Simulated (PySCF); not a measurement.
## Ionisation energy of Nb by level of theory

Nb [Kr] 4d4 5s1 (6D) → Nb⁺ [Kr] 4d4 (5D), as a difference of total energies. Computed with PySCF 2.14 in x2c-TZVPPall (8s6p6d2f1g, 79 functions), with the spin-free X2C one-electron Hamiltonian (Gaussian nucleus). Correlated levels: valence: [Kr] frozen; valence and next inner shell: [Ar] 3d10 frozen. The calculations carry no spin-orbit coupling.

```csv
method,ionisation energy (eV)
UHF,5.993
LDA,7.339
PBE,7.107
PBE0,6.886
M06,6.500
BLYP,6.990
wB97M-V,6.581
MP2 (valence),6.436
SCS-MP2 (valence),6.140
MP2 (valence and next inner shell),6.766
SCS-MP2 (valence and next inner shell),6.426
```

**Question.** How much does correlation contribute at MP2 (valence and next inner shell)?

**Answer.** 6.766 − (5.993) = 0.773 eV, measured against UHF.

Errors of the correlated levels include the incompleteness of this basis and the frozen core.

For comparison: 6.776 eV (measured; NIST levels, between the centres of gravity of the two terms).
